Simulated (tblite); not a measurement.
C2H11ClSeSi3.
Numbering: `[CH3:1][Se:2][Si@H:3]([CH2:4][SiH3:5])[SiH2:6][Cl:7]` (hydrogens: H8, H9, H10 on C1; H11 on Si3; H12, H13 on C4; H14, H15, H16 on Si5; H17, H18 on Si6)

Computed with GFN2-xTB (tblite), gas phase: L-BFGS steps from a force-field or distance-geometry start until the largest atomic force falls under 0.01 eV/Å.

Step 110: E = -621.9158 eV
```
atom  x, y, z in Å  |  force x, y, z in eV/Å
C1     -2.4016   -1.2644   -0.4228    0.020  -0.017   0.016
Se2    -1.0164   -1.2393   -1.8120    0.006  -0.003   0.001
Si3     0.2119    0.5631   -1.0418   -0.022  -0.018   0.015
C4      1.3498   -0.0501    0.3624    0.008  -0.011   0.033
Si5     2.7355   -1.2725   -0.1352   -0.026  -0.033   0.035
Si6    -1.2710    2.2226   -0.3350   -0.002   0.013  -0.057
Cl7    -0.2454    3.9408   -0.0607    0.053   0.012   0.017
H8     -1.9391   -1.2218    0.5578    0.069  -0.008   0.032
H9     -2.9450   -2.1997   -0.5238   -0.026   0.028  -0.044
H10    -3.0676   -0.4174   -0.5580   -0.032  -0.011  -0.038
H11     1.0389    0.9023   -2.2076   -0.052  -0.006  -0.014
H12     1.8002    0.8203    0.8400    0.023  -0.016   0.021
H13     0.7335   -0.5284    1.1271    0.013   0.012  -0.010
H14     2.1800   -2.3691   -0.9280    0.003   0.043   0.022
H15     3.3326   -1.8056    1.0952   -0.020   0.017  -0.014
H16     3.7546   -0.5455   -0.8902   -0.002   0.023  -0.033
H17    -2.3356    2.5383   -1.2906   -0.010  -0.018   0.025
H18    -1.9242    1.9325    0.9469   -0.003  -0.006  -0.007
```

Step 111: E = -621.9171 eV
```
atom  x, y, z in Å  |  force x, y, z in eV/Å
C1     -2.4022   -1.2774   -0.4253   -0.019   0.001   0.037
Se2    -1.0159   -1.2407   -1.8104    0.036   0.003  -0.015
Si3     0.2109    0.5646   -1.0421   -0.038  -0.014   0.025
C4      1.3469   -0.0461    0.3645    0.013  -0.016   0.034
Si5     2.7308   -1.2696   -0.1331   -0.022  -0.042   0.031
Si6    -1.2641    2.2316   -0.3338    0.004  -0.006  -0.069
Cl7    -0.2264    3.9427   -0.0638    0.051   0.018   0.013
H8     -1.9450   -1.2261    0.5590    0.041  -0.014  -0.019
H9     -2.9372   -2.2178   -0.5300   -0.006   0.032  -0.020
H10    -3.0797   -0.4395   -0.5683   -0.005  -0.016  -0.017
H11     1.0397    0.9012   -2.2068   -0.050  -0.006  -0.022
H12     1.7973    0.8240    0.8422    0.027  -0.007   0.018
H13     0.7305   -0.5230    1.1294    0.001   0.003  -0.003
H14     2.1734   -2.3659   -0.9249   -0.001   0.035   0.027
H15     3.3326   -1.8020    1.0958   -0.024   0.024  -0.023
H16     3.7433   -0.5444   -0.8981    0.011   0.028  -0.028
H17    -2.3341    2.5497   -1.2824   -0.006  -0.014   0.023
H18    -1.9096    1.9448    0.9516   -0.013  -0.010   0.007
```

Step 112: E = -621.9179 eV
```
atom  x, y, z in Å  |  force x, y, z in eV/Å
C1     -2.4010   -1.2861   -0.4271   -0.039   0.015   0.036
Se2    -1.0155   -1.2375   -1.8120    0.045   0.002  -0.022
Si3     0.2098    0.5674   -1.0408   -0.034  -0.007   0.026
C4      1.3444   -0.0450    0.3662    0.010  -0.009   0.023
Si5     2.7262   -1.2699   -0.1316    0.010  -0.037   0.015
Si6    -1.2598    2.2399   -0.3336    0.012  -0.017  -0.049
Cl7    -0.2140    3.9470   -0.0653    0.040   0.009   0.008
H8     -1.9447   -1.2367    0.5590    0.015  -0.016  -0.055
H9     -2.9336   -2.2271   -0.5399    0.011   0.026   0.000
H10    -3.0840   -0.4520   -0.5709    0.018  -0.015   0.006
H11     1.0405    0.9036   -2.2044   -0.051  -0.008  -0.023
H12     1.7956    0.8236    0.8456    0.028  -0.004   0.015
H13     0.7269   -0.5215    1.1296   -0.010  -0.007   0.014
H14     2.1669   -2.3736   -0.9123    0.001   0.040   0.036
H15     3.3407   -1.7900    1.0972   -0.032   0.026  -0.035
H16     3.7304   -0.5469   -0.9124   -0.004   0.014  -0.011
H17    -2.3336    2.5565   -1.2771   -0.009  -0.003   0.010
H18    -1.9039    1.9545    0.9531   -0.009  -0.009   0.006
```

Step 113: E = -621.9186 eV
```
atom  x, y, z in Å  |  force x, y, z in eV/Å
C1     -2.4034   -1.2926   -0.4261   -0.035   0.014   0.006
Se2    -1.0116   -1.2449   -1.8048    0.039   0.000  -0.027
Si3     0.2059    0.5658   -1.0384   -0.014  -0.002   0.023
C4      1.3442   -0.0433    0.3677    0.006   0.005   0.011
Si5     2.7255   -1.2675   -0.1311    0.010  -0.003   0.011
Si6    -1.2562    2.2456   -0.3349    0.012  -0.024  -0.010
Cl7    -0.1960    3.9452   -0.0658    0.020  -0.010  -0.001
H8     -1.9512   -1.2421    0.5618   -0.004  -0.013  -0.060
H9     -2.9363   -2.2321   -0.5443    0.015  -0.008   0.017
H10    -3.0880   -0.4622   -0.5788    0.021   0.019   0.027
H11     1.0314    0.9014   -2.2061   -0.047  -0.010  -0.018
H12     1.7957    0.8259    0.8458    0.025  -0.003   0.014
H13     0.7282   -0.5195    1.1316   -0.019  -0.013   0.028
H14     2.1706   -2.3647   -0.9189   -0.024  -0.003   0.014
H15     3.3380   -1.7910    1.0946   -0.018   0.012  -0.003
H16     3.7298   -0.5435   -0.9082    0.018   0.032  -0.024
H17    -2.3332    2.5622   -1.2735   -0.009   0.011  -0.004
H18    -1.9022    1.9635    0.9529    0.003  -0.004  -0.006
```

Question: Estimate the geometry and energy of step 114. (The exact step hangs on the optimiser's Hessian estimate; all steps are aligned on step 113, rigid shifts and turns removed.)

Answer: E = -621.9192 eV, largest force 0.096 eV/Å
```
atom  x, y, z in Å  |  force x, y, z in eV/Å
C1     -2.4010   -1.2950   -0.4271   -0.024   0.011  -0.004
Se2    -1.0112   -1.2373   -1.8098    0.015  -0.004  -0.012
Si3     0.2049    0.5690   -1.0348    0.011  -0.001   0.016
C4      1.3423   -0.0470    0.3697   -0.002   0.011   0.000
Si5     2.7241   -1.2696   -0.1300    0.069   0.011  -0.034
Si6    -1.2558    2.2510   -0.3358    0.016  -0.015   0.030
Cl7    -0.1960    3.9519   -0.0616    0.006  -0.032  -0.007
H8     -1.9450   -1.2714    0.5612   -0.026  -0.008  -0.092
H9     -2.9450   -2.2256   -0.5663    0.021  -0.004   0.032
H10    -3.0771   -0.4540   -0.5628    0.042   0.008   0.038
H11     1.0322    0.9064   -2.2014   -0.049  -0.011  -0.011
H12     1.7933    0.8203    0.8514    0.024  -0.002   0.018
H13     0.7246   -0.5265    1.1300   -0.018  -0.011   0.036
H14     2.1636   -2.3864   -0.8889   -0.008   0.024   0.032
H15     3.3619   -1.7634    1.0966   -0.032   0.013  -0.024
H16     3.7151   -0.5511   -0.9377   -0.044  -0.011   0.022
H17    -2.3289    2.5630   -1.2788   -0.020   0.023  -0.019
H18    -1.9110    1.9720    0.9496    0.018  -0.002  -0.023
```

The energy changes by -0.0006 eV. The first-order estimate −F·Δx gives -0.0013 eV and the mean of the old and new forces, exact on a quadratic surface, -0.0006 eV. The step makes an angle of 84° with the force vector and moves no atom by more than 0.038 Å.

What follows is the cost of the whole relaxation. The run took 1.6 s of wall time on an Arm Neoverse V2 with one thread, no GPU (shared host).
